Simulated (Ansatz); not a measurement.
Start from `COB(N)Br` and change one atom or group to get `CB(N)Br`.

Ansatz, PBE0-D4/def2-TZVP geometries, multiplicity 1. Each molecule was computed in one conformer, which needn't be the lowest.

Scalar relativity is left out up to krypton.

```csv
property,`COB(N)Br`
HOMO–LUMO gap (ωB97M-V/def2-TZVPP) / eV,12.26
size of the dipole moment (ωB97M-V/def2-TZVPP) / D,1.47
LUMO energy (B3LYP/def2-TZVPP) / eV,0.55
size of the dipole moment (PBE/def2-TZVPP) / D,1.51
LUMO energy (PBE0/def2-TZVPP) / eV,0.89
HOMO energy (B3LYP/def2-TZVPP) / eV,-7.51
```

**Question.** Give the same properties after the change, and the shifts. (Best estimate.)

**Answer.** Ansatz gave: 
```csv
property,`CB(N)Br`,shift
HOMO–LUMO gap (ωB97M-V/def2-TZVPP) / eV,12.06,-0.20
size of the dipole moment (ωB97M-V/def2-TZVPP) / D,2.83,1.36
LUMO energy (B3LYP/def2-TZVPP) / eV,0.31,-0.24
size of the dipole moment (PBE/def2-TZVPP) / D,2.75,1.24
LUMO energy (PBE0/def2-TZVPP) / eV,0.51,-0.38
HOMO energy (B3LYP/def2-TZVPP) / eV,-7.62,-0.11
```

With PBE0 the HOMO falls by 0.12 eV and the LUMO falls by 0.38 eV, so the gap narrows by about 0.26 eV. PBE moves the HOMO by -0.23 eV and ωB97M-V by -0.06 eV. Dipoles are sizes alone; their direction can turn.

B3LYP here is the variant with VWN-RPA as its local correlation; programs differ in this.

Spin–orbit coupling is left out; it splits and shifts lone-pair levels of the heavy atoms by tenths of an eV.
